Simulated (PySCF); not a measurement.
Run record: core-ionisation job, `C=CC[C@@H]1CCC[AsH]1`.

Computed with delta-SCF UKS SCAN, pcX-2 on the ionised atom, pcseg-1 elsewhere, spin-free X2C (PySCF 2.14.0). Geometry: PBE0-D3(BJ)/def2-SVP. The command runs a driver script over a list of jobs; the input below is this job's line of settings and its coordinates in Å.

Command:
```bash
OMP_NUM_THREADS=1 python probes_run.py task.json out
```

Input:
```
{"job": {"kind": "xps"}, "charge": 0, "multiplicity": 1}
C     -2.864968    -1.249177    -0.469848
C     -2.201291    -0.559700     0.458930
C     -1.243224     0.556158     0.187477
C      0.188097     0.234576     0.613706
C      1.140125     1.428950     0.528340
C      2.578130     0.928170     0.495873
C      2.677673    -0.112906    -0.612994
As     1.023777    -1.211226    -0.514616
H     -2.753615    -1.022407    -1.535158
H     -3.539961    -2.066489    -0.202712
H     -2.333451    -0.830039     1.515319
H     -1.265738     0.816637    -0.884905
H     -1.574122     1.458838     0.735932
H      0.177633    -0.146518     1.647835
H      0.965143     2.130304     1.362026
H      0.932444     1.990624    -0.401197
H      2.826313     0.462168     1.465524
H      3.291922     1.756545     0.347839
H      2.687583     0.367690    -1.604536
H      3.572741    -0.748175    -0.546282
H      1.501377    -2.046824     0.672864
```

Output:
```
ground state, core basis on atom 0 (C), 221 functions
  cycle   1  E = -2529.78378202  |g| = 5.76e-01
  cycle   2  E = -2529.68892941  |g| = 8.14e-01
  cycle   3  E = -2529.87512399  |g| = 1.18e-01
  cycle   4  E = -2529.87880878  |g| = 5.21e-02
  cycle   5  E = -2529.87943423  |g| = 2.00e-02
  cycle   6  E = -2529.87952952  |g| = 8.65e-03
  cycle   7  E = -2529.87954887  |g| = 1.28e-03
  cycle   8  E = -2529.87955010  |g| = 5.91e-04
  cycle   9  E = -2529.87954690  |g| = 1.93e-04
  E(ground) = -2529.79828283 Eh
hole in C 1s of atom 0
  cycle   1  E = -2518.64285765  |g| = 1.50e+00
  cycle   2  E = -2516.97216792  |g| = 2.03e+00
  cycle   3  E = -2518.94954618  |g| = 6.61e-01
  cycle   4  E = -2519.14949919  |g| = 3.88e-01
  cycle   5  E = -2519.21300459  |g| = 1.58e-01
  cycle   6  E = -2519.22369853  |g| = 5.09e-02
  cycle   7  E = -2519.22505371  |g| = 1.78e-02
  cycle   8  E = -2519.22521425  |g| = 9.00e-03
  cycle   9  E = -2519.22526957  |g| = 3.16e-03
  cycle  10  E = -2519.22527723  |g| = 1.93e-03
  cycle  11  E = -2519.22528300  |g| = 1.03e-03
  cycle  12  E = -2519.22528656  |g| = 6.31e-04
  cycle  13  E = -2519.22528634  |g| = 1.77e-04
  E(ion) = -2519.14330102 Eh   <S^2> = 0.7869   hole on atom = 1.000   binding energy = 289.937 eV
ground state, core basis on atom 1 (C), 221 functions
  cycle   1  E = -2529.87957232  |g| = 6.28e-02
  cycle   2  E = -2529.87872488  |g| = 6.40e-02
  cycle   3  E = -2529.87941946  |g| = 3.84e-02
  cycle   4  E = -2529.87981149  |g| = 7.44e-03
  cycle   5  E = -2529.87982285  |g| = 1.14e-03
  cycle   6  E = -2529.87982524  |g| = 3.38e-04
  E(ground) = -2529.79881616 Eh
hole in C 1s of atom 1
  cycle   1  E = -2518.63079867  |g| = 1.51e+00
  cycle   2  E = -2516.61446244  |g| = 2.20e+00
  cycle   3  E = -2518.94992588  |g| = 6.28e-01
  cycle   4  E = -2519.13021284  |g| = 4.06e-01
  cycle   5  E = -2519.19681905  |g| = 1.64e-01
  cycle   6  E = -2519.20898935  |g| = 6.12e-02
  cycle   7  E = -2519.21116352  |g| = 1.69e-02
  cycle   8  E = -2519.21135931  |g| = 1.09e-02
  cycle   9  E = -2519.21147961  |g| = 5.11e-03
  cycle  10  E = -2519.21154635  |g| = 3.85e-03
  cycle  11  E = -2519.21158309  |g| = 2.67e-03
  cycle  12  E = -2519.21160334  |g| = 1.69e-03
  cycle  13  E = -2519.21161039  |g| = 8.83e-04
  cycle  14  E = -2519.21161220  |g| = 3.89e-04
  E(ion) = -2519.12946790 Eh   <S^2> = 0.8286   hole on atom = 1.000   binding energy = 290.328 eV
ground state, core basis on atom 2 (C), 221 functions
  cycle   1  E = -2529.87821379  |g| = 5.94e-02
  cycle   2  E = -2529.87793566  |g| = 3.86e-02
  cycle   3  E = -2529.87790725  |g| = 3.91e-02
  cycle   4  E = -2529.87831725  |g| = 8.62e-03
  cycle   5  E = -2529.87833681  |g| = 5.57e-04
  cycle   6  E = -2529.87833445  |g| = 2.31e-04
  E(ground) = -2529.79707746 Eh
hole in C 1s of atom 2
  cycle   1  E = -2518.62732393  |g| = 1.52e+00
  cycle   2  E = -2517.59157248  |g| = 2.03e+00
  cycle   3  E = -2519.08102520  |g| = 4.82e-01
  cycle   4  E = -2519.11684719  |g| = 3.86e-01
  cycle   5  E = -2519.20014210  |g| = 7.54e-02
  cycle   6  E = -2519.20247005  |g| = 2.74e-02
  cycle   7  E = -2519.20284061  |g| = 9.14e-03
  cycle   8  E = -2519.20288038  |g| = 5.61e-03
  cycle   9  E = -2519.20290264  |g| = 1.81e-03
  cycle  10  E = -2519.20290837  |g| = 1.31e-03
  cycle  11  E = -2519.20291303  |g| = 8.89e-04
  cycle  12  E = -2519.20291535  |g| = 7.28e-04
  cycle  13  E = -2519.20291801  |g| = 6.21e-04
  cycle  14  E = -2519.20292537  |g| = 5.36e-04
  cycle  15  E = -2519.20292664  |g| = 3.13e-04
  E(ion) = -2519.12052327 Eh   <S^2> = 0.7721   hole on atom = 1.000   binding energy = 290.524 eV
ground state, core basis on atom 3 (C), 221 functions
  cycle   1  E = -2529.87982432  |g| = 5.87e-02
  cycle   2  E = -2529.87978290  |g| = 2.26e-02
  cycle   3  E = -2529.87981004  |g| = 2.04e-02
  cycle   4  E = -2529.87991046  |g| = 3.01e-03
  cycle   5  E = -2529.87991302  |g| = 7.28e-04
  cycle   6  E = -2529.87991442  |g| = 2.06e-04
  E(ground) = -2529.79850510 Eh
hole in C 1s of atom 3
  cycle   1  E = -2518.62265056  |g| = 1.53e+00
  cycle   2  E = -2517.17591617  |g| = 2.26e+00
  cycle   3  E = -2519.11800309  |g| = 4.52e-01
  cycle   4  E = -2519.16386812  |g| = 3.13e-01
  cycle   5  E = -2519.21340755  |g| = 1.25e-01
  cycle   6  E = -2519.22134922  |g| = 2.56e-02
  cycle   7  E = -2519.22165644  |g| = 9.67e-03
  cycle   8  E = -2519.22170671  |g| = 4.62e-03
  cycle   9  E = -2519.22172104  |g| = 2.34e-03
  cycle  10  E = -2519.22172778  |g| = 1.34e-03
  cycle  11  E = -2519.22173115  |g| = 9.51e-04
  cycle  12  E = -2519.22173559  |g| = 8.12e-04
  cycle  13  E = -2519.22174073  |g| = 7.30e-04
  cycle  14  E = -2519.22174851  |g| = 5.68e-04
  cycle  15  E = -2519.22175586  |g| = 5.80e-04
  cycle  16  E = -2519.22175565  |g| = 4.53e-04
  E(ion) = -2519.13912811 Eh   <S^2> = 0.7800   hole on atom = 1.000   binding energy = 290.056 eV
ground state, core basis on atom 4 (C), 221 functions
  cycle   1  E = -2529.87877965  |g| = 5.78e-02
  cycle   2  E = -2529.87872268  |g| = 2.21e-02
  cycle   3  E = -2529.87867283  |g| = 2.55e-02
  cycle   4  E = -2529.87883640  |g| = 5.79e-03
  cycle   5  E = -2529.87884641  |g| = 6.38e-04
  cycle   6  E = -2529.87884698  |g| = 2.33e-04
  E(ground) = -2529.79762843 Eh
hole in C 1s of atom 4
  cycle   1  E = -2518.63124151  |g| = 1.52e+00
  cycle   2  E = -2517.35464709  |g| = 2.15e+00
  cycle   3  E = -2519.11204976  |g| = 4.25e-01
  cycle   4  E = -2519.16590809  |g| = 2.69e-01
  cycle   5  E = -2519.20268266  |g| = 9.58e-02
  cycle   6  E = -2519.20640110  |g| = 3.99e-02
  cycle   7  E = -2519.20719893  |g| = 1.30e-02
  cycle   8  E = -2519.20727948  |g| = 6.41e-03
  cycle   9  E = -2519.20730519  |g| = 1.64e-03
  cycle  10  E = -2519.20730753  |g| = 1.02e-03
  cycle  11  E = -2519.20730899  |g| = 5.74e-04
  cycle  12  E = -2519.20730891  |g| = 2.32e-04
  E(ion) = -2519.12489274 Eh   <S^2> = 0.7697   hole on atom = 1.000   binding energy = 290.420 eV
ground state, core basis on atom 5 (C), 221 functions
  cycle   1  E = -2529.87934466  |g| = 5.84e-02
  cycle   2  E = -2529.87929719  |g| = 2.33e-02
  cycle   3  E = -2529.87931709  |g| = 2.10e-02
  cycle   4  E = -2529.87942837  |g| = 2.26e-03
  cycle   5  E = -2529.87942762  |g| = 4.98e-04
  E(ground) = -2529.79781648 Eh
hole in C 1s of atom 5
  cycle   1  E = -2518.63216524  |g| = 1.51e+00
  cycle   2  E = -2515.49796237  |g| = 2.59e+00
  cycle   3  E = -2518.96003193  |g| = 6.13e-01
  cycle   4  E = -2519.14834275  |g| = 3.20e-01
  cycle   5  E = -2519.19720364  |g| = 1.25e-01
  cycle   6  E = -2519.20341809  |g| = 5.73e-02
  cycle   7  E = -2519.20509748  |g| = 1.91e-02
  cycle   8  E = -2519.20527288  |g| = 8.37e-03
  cycle   9  E = -2519.20531571  |g| = 1.84e-03
  cycle  10  E = -2519.20531920  |g| = 1.00e-03
  cycle  11  E = -2519.20532138  |g| = 5.48e-04
  cycle  12  E = -2519.20531922  |g| = 2.46e-04
  E(ion) = -2519.12255924 Eh   <S^2> = 0.7693   hole on atom = 1.000   binding energy = 290.489 eV
ground state, core basis on atom 6 (C), 221 functions
  cycle   1  E = -2529.87994479  |g| = 5.82e-02
  cycle   2  E = -2529.87989275  |g| = 2.32e-02
  cycle   3  E = -2529.87989413  |g| = 2.25e-02
  cycle   4  E = -2529.88002386  |g| = 3.55e-03
  cycle   5  E = -2529.88002625  |g| = 5.63e-04
  cycle   6  E = -2529.88002842  |g| = 2.31e-04
  E(ground) = -2529.79853089 Eh
hole in C 1s of atom 6
  cycle   1  E = -2518.63234284  |g| = 1.52e+00
  cycle   2  E = -2515.92270281  |g| = 2.51e+00
  cycle   3  E = -2519.01858534  |g| = 5.60e-01
  cycle   4  E = -2519.17353099  |g| = 2.82e-01
  cycle   5  E = -2519.21332353  |g| = 1.20e-01
  cycle   6  E = -2519.21928034  |g| = 5.44e-02
  cycle   7  E = -2519.22086688  |g| = 1.41e-02
  cycle   8  E = -2519.22097516  |g| = 5.51e-03
  cycle   9  E = -2519.22099276  |g| = 2.31e-03
  cycle  10  E = -2519.22099710  |g| = 1.32e-03
  cycle  11  E = -2519.22099714  |g| = 5.35e-04
  cycle  12  E = -2519.22099896  |g| = 2.21e-04
  E(ion) = -2519.13852069 Eh   <S^2> = 0.7725   hole on atom = 1.000   binding energy = 290.074 eV
```

Cycles run on a coarse grid; E(ground) and E(ion) are re-evaluated on a finer one, so they differ from the last cycle. Atoms in this output count from 0.

How does the 1s binding energy of C4 follow from the two total energies?

E(ion) − E(ground) = -2519.13912811 − (-2529.79850510) = 10.659377 Eh, times 27.211386 eV gives 290.06 eV.

In short: C1s of C1 289.94 eV; C1s of C2 290.33 eV; C1s of C3 290.52 eV; C1s of C4 290.06 eV; C1s of C5 290.42 eV; C1s of C6 290.49 eV; C1s of C7 290.07 eV.

The structure is a single PBE0-D3(BJ)/def2-SVP conformer in the gas phase; no vibrational or solvent corrections.

How long does this job take on Arm Neoverse V2, one thread (shared host)? And the peak memory of the process?

About 2.2 min, with 0.64 GiB resident at the peak, the Python interpreter and its libraries included.
Labels such as C1 count atoms from 1, the log's own numbers from 0.
